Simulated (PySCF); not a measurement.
# What a mistake does to a calculation on BCClGeH5

All numbers below are calculated, not measured. The program is PySCF 2.14.0, an open-source quantum chemistry code, run on an isolated molecule that a program drew, which may never have been made. The molecule is BCClGeH5 (charge 0, doublet), drawn as the SMILES string `[CH3][GeH][BH]Cl`.

Each row is a Hartree-Fock (HF) and frozen-core CCSD(T) single point in the cc-pV(D+d)Z basis, meant for a local HF minimum. Run 1 is clean. Each other run has one planted mistake out of seven kinds, and not every kind appears here: one electron removed, one electron added, multiplicity raised by two, geometry at a saddle point, minimal basis STO-3G, one bond length entered in bohr, all coordinates scaled. The reference is restricted for singlets and unrestricted otherwise, and also for a bond in bohr. Adding or removing an electron swaps singlet and doublet. Electrons count all cores. HOMO and LUMO are orbital energies over both spins, the gradient is its largest component, and the lowest frequency (negative if imaginary) is given only where the gradient is small. Bond lengths are over the 8 bonds as drawn. T1 is the CCSD diagnostic: over 0.02 (restricted) or 0.045 (unrestricted) a single reference is doubtful. Germanium has the cc-pVDZ-PP basis, with a core potential (ECP10MDF) in place of its 10 inner electrons, and its 3s, 3p and 3d shells are frozen in CCSD(T).

Geometry of the clean run:
```xyz
9
BCClGeH5, angstrom
C     0.7340   -1.0250    0.6673
Ge    2.6120   -0.4561    0.5668
B     3.1776    1.3792    1.2103
Cl    4.7566    2.0535    0.7804
H     0.2439   -0.5512    1.5187
H     0.6765   -2.1080    0.7847
H     0.2031   -0.7471   -0.2455
H     3.3496   -1.0899   -0.6149
H     2.5055    2.0140    1.9659
```

| run | electrons | basis functions | <S^2> | HOMO (eV) | LUMO (eV) | gradient (hartree/bohr) | lowest frequency (cm^-1) | mean bond (Å) | longest bond (Å) | T1 | HF (hartree) | CCSD(T) (hartree) | mistake |
|---|---|---|---|---|---|---|---|---|---|---|---|---|---|
| 1 | 65 | 99 | 0.765 | -8.00 | 0.66 | 3.1e-05 | 67 | 1.4698 | 2.025 | 0.0159 | -818.35335 | -818.87024 | no fault |
| 2 | 65 | 99 | 3.766 | -5.96 | -2.34 | 8.6e-02 | - | 1.4698 | 2.025 | 0.0299 | -818.18221 | -818.69701 | multiplicity raised by two |
| 3 | 65 | 99 | 1.365 | -8.40 | 0.55 | 2.6e-02 | - | 1.5912 | 2.063 | 0.0425 | -818.23605 | -818.74637 | one bond length entered in bohr |
| 4 | 66 | 99 | 0.000 | -0.83 | 7.74 | 4.1e-02 | - | 1.4698 | 2.025 | 0.0174 | -818.35404 | -818.90811 | ? |
| 5 | 64 | 99 | 0.000 | -16.21 | -6.43 | 4.0e-02 | - | 1.4698 | 2.025 | 0.0177 | -818.08864 | -818.59439 | ? |

**Which mistake was planted in run 4, and what did it cost?**

It counts 66 electrons, one more than the clean run, at the same geometry and basis. So the mistake is: one electron added. Subtracting run 1 and multiplying by 627.51 kcal/mol a hartree, the energy moved by -0.4 kcal/mol in HF and -23.8 kcal/mol in CCSD(T).

**Which mistake was planted in run 5, and what did it cost?**

It counts 64 electrons, one fewer than the clean run, at the same geometry and basis. So the mistake is: one electron removed. Subtracting run 1 and multiplying by 627.51 kcal/mol a hartree, the energy moved by 166.1 kcal/mol in HF and 173.1 kcal/mol in CCSD(T).

